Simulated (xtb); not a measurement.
C₄H₉NaO (SMILES CC(C)(C)[O][Na]), singlet, at a GFN2-xTB geometry (such geometries of metal compounds can be far from the true shape). Base run: GFN2-xTB (xtb 6.7.1).

Input for xtb:
```
$ xtb mol.xyz --gfn 2 --json

# file mol.xyz
15

Na     1.41416953     1.64452484     0.99121953
O      0.00638526     0.48438095     0.82645381
C     -0.34210795    -0.36358128    -0.18034111
C      0.75261015    -1.42345878    -0.42643827
C     -1.65128625    -1.09921080     0.19043998
C     -0.57667651     0.39883633    -1.50187583
H      0.46412264    -2.11615523    -1.21272031
H      0.92429880    -1.97817725     0.49249473
H      1.68367264    -0.92366625    -0.71262686
H     -1.49879107    -1.65142879     1.11299942
H     -1.95379042    -1.78388005    -0.59743711
H     -2.43541732    -0.36628070     0.35593475
H      0.34667865     0.90926824    -1.79481754
H     -1.35327420     1.14432514    -1.35006294
H     -0.87968312    -0.27433875    -2.29951818
```

Each row names what was changed in the base input (with any setting that the change needs).

```tsv
change	ΔE vs base (kJ/mol)	HOMO-LUMO gap (eV)	dipole (D)	G_solv (kcal/mol)	SCF cycles
base	0.00	1.31	5.44	-	12
acc = 0.1	0.00	1.31	5.44	-	13
etemp = 10000	…	…	…	-	13
alpb = ch2cl2	-67.1	1.50	6.11	-16.87	11
etemp = 1000	-0.02	1.32	5.43	-	12
etemp = 3000	…	…	…	-	15
alpb = methanol	-75.5	1.56	6.20	-19.44	11
```

**Question.** Complete the blanks.

**Answer.** 
- etemp = 10000, ΔE vs base (kJ/mol): -110.5
- etemp = 10000, HOMO-LUMO gap (eV): 3.35
- etemp = 10000, dipole (D): 2.33
- etemp = 3000, ΔE vs base (kJ/mol): -7.39
- etemp = 3000, HOMO-LUMO gap (eV): 1.66
- etemp = 3000, dipole (D): 4.86

ALPB and GBSA are two models with their own fitted parameters for each solvent, which aren't always the measured dielectric constant.
